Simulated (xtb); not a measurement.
xtb input:

```bash
xtb mol.xyz --gfn 1 --sp --chrg 1 --uhf 0
```
mol.xyz:
```
5

Be    -0.87992344    -0.51025829    -0.68985964
C      0.30537839     0.17708570     0.23941654
H      0.85331289    -0.61161243     0.76365012
H     -0.15481764     0.85375314     0.96566621
H      0.98892816     0.73637827    -0.40637702
```

**Question.** Which total energy does the run end on?

**Answer.** -3.94136 Eh (GFN1-xTB).

It need not be the lowest isomer of its formula.
